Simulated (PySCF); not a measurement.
Excitations are Tamm–Dancoff values on a coarser integration grid. The basis has no diffuse functions, so Rydberg states are missing or too high.

# CH₉GaSi₂, SMILES `[CH3][Ga]([SiH3])[SiH3]` (charge 0, multiplicity 1)

All values below come from r2SCAN-D4/def2-TZVP in PySCF.

```json
{
  "HOMO": "-6.28 eV",
  "dipole_moment": "0.97 D",
  "HOMO–LUMO gap": "3.58 eV",
  "LUMO": "-2.70 eV",
  "S1 excitation (TDA)": "3.76 eV",
  "S1 oscillator strength": "0.000",
  "T1 excitation (TDA)": "3.04 eV",
  "S1–T1 gap (TDA)": "0.72 eV",
  "total_energy": "-2547.2893 Ha",
  "cost": "roughly 13 core-minutes"
}
```

```xyz
13

C     -0.7556    -1.9574     0.1928
Ga    -0.0464    -0.1261    -0.0145
Si     2.3409     0.2164     0.1216
Si    -1.6026     1.6925    -0.3402
H     -0.8128    -2.4105    -0.8034
H     -1.7627    -1.9643     0.6129
H     -0.1031    -2.5863     0.8008
H      2.7378     0.2489     1.5603
H      2.8000     1.4926    -0.4911
H      3.1046    -0.8955    -0.5124
H     -2.7676     1.2938    -1.1800
H     -0.9903     2.9022    -0.9539
H     -2.1462     2.0989     0.9895
```
